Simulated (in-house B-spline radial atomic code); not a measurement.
Computed with a B-spline radial atomic code. Model: two electrons, singlet ground state, non-relativistic, full CI in B-splines with partial waves to l = 8 (at full coupling up to 3e-4 hartree above the limit, correlation up to 0.6 % small), density held at that of full coupling by Lieb maximisation.

W(λ) is the mean repulsion in the state of coupling λ less the Hartree energy of the fixed density. Its start is exact exchange, its initial slope is twice the second-order Görling-Levy correlation energy, and its area from 0 to 1 is E_xc. A straight curve means weak, dynamic correlation, and a curve that drops fast and flattens means strong correlation.

Command:
```bash
python run_ac.py task.json out
```
Settings (lengths in bohr, energies in hartree):
```
potential              yukawa
strength               4.34
lmax                   8
second                 0.186
```

Time taken, with all properties: 6.3 s on 1 thread of Intel(R) Xeon(R) Processor @ 2.30GHz, with other jobs on the host.

**W = mean repulsion less Hartree energy, and W of three functionals.**

Given: confinement screened point charge; nuclear charge 4.34; screening of the nucleus 0.186 1/bohr; external potential -Z exp(-k r)/r.

Computed: PBE exchange minus exact 43.068 millihartree; SCAN exchange minus exact -4.4956 millihartree.

```csv
coupling,W xc (hartree),W xc minus exchange (millihartree),kinetic minus Kohn-Sham (millihartree),LDA (PW92) W minus its exchange (millihartree),PBE W minus its exchange (millihartree),SCAN W minus its exchange (millihartree)
0,-2.4841,0,0,0,0,0
0.02,-2.4859,-1.877,0,-14.02,-1.86,-1.84
0.05,?,?,?,?,?,?
0.12,-2.4952,-11.156,0.7,-58.35,-11.25,-10.8
0.25,-2.507,-22.969,2.8,-100.7,-23.5,-22.04
0.4,-2.5203,-36.259,7.2,-140.67,-37.5,-34.54
0.6,-2.5375,-53.435,15.7,-185.63,-55.8,-50.54
0.8,-2.5541,-70.018,27.3,-224.47,-73.61,-65.87
1,-2.5701,-86.036,41.7,-259.02,-90.9,-80.59
1.4,-2.6006,-116.49,78.2,-319.01,-123.89,-108.43
2,-2.6426,-158.57,149.6,-393.59,-169.61,-146.73
3,-2.7045,-220.46,303.5,-492.33,-237.04,-203.04
4.5,-2.7819,-297.81,591.5,-604.96,-321.79,-273.98
7,?,?,?,?,?,?
10,-2.9674,-483.34,1882.4,-855.62,-531.56,-450.54
```

**Question.** What belongs in the row 0.05?

**Answer.** W xc (hartree): -2.4887; W xc minus exchange (millihartree): -4.678; kinetic minus Kohn-Sham (millihartree): 0.1; LDA (PW92) W minus its exchange (millihartree): -29.49; PBE W minus its exchange (millihartree): -4.66; SCAN W minus its exchange (millihartree): -4.57.

**Question.** What belongs in the row 7?

**Answer.** W xc (hartree): -2.881; W xc minus exchange (millihartree): -396.93; kinetic minus Kohn-Sham (millihartree): 1155; LDA (PW92) W minus its exchange (millihartree): -740.37; PBE W minus its exchange (millihartree): -432.17; SCAN W minus its exchange (millihartree): -366.87.

**Question.** What is the LDA exchange minus exact?

**Answer.** 349.48 millihartree.

**Energy parts, natural occupations and partial-wave weights.**

Computed: exchange energy -2.4841 hartree; correlation energy -0.044289 hartree; initial slope twice GL2 -0.094012 hartree; kinetic part over minus potential part 0.48523; Hartree energy 4.9681 hartree; Kohn-Sham kinetic 16.183 hartree; Lieb Oxford ratio E_xc over LDA exchange 1.1845.

| natural | occupation of the shell (electrons) |
| --- | --- |
| s | 1.997 |
| p | 0.0016475 |
| s | ? |
| d | 8.4931e-05 |
| p | 6.0787e-05 |
| s | 2.559e-05 |

**Question.** What belongs in the row s?

**Answer.** occupation of the shell (electrons): 0.0011639.

```tsv
wave	weight
s	0.99909
p	0.00085725
d	?
f	6.9378e-06
g	1.6399e-06
```

**Question.** What belongs in the row d?

**Answer.** weight: 4.7717e-05.

**Question.** What is the kinetic part of the DFT correlation energy?

**Answer.** 0.041747 hartree.

**Question.** What is the total energy?

**Answer.** -14.7193 hartree.

Half-way to full coupling W has made 52 % of its drop, against 50 % for a straight line, and second-order (GL2) theory, half the initial slope, overshoots the correlation energy by about 6 %: correlation is weak here. Over couplings 0 to 1 the errors in E_xc come to about +239 millihartree for LDA, +41 millihartree for PBE, -2.1 millihartree for SCAN, so SCAN is nearest. In LDA and PBE and SCAN the errors of exchange and correlation have opposite signs, so the sum is smaller than the larger of the two.
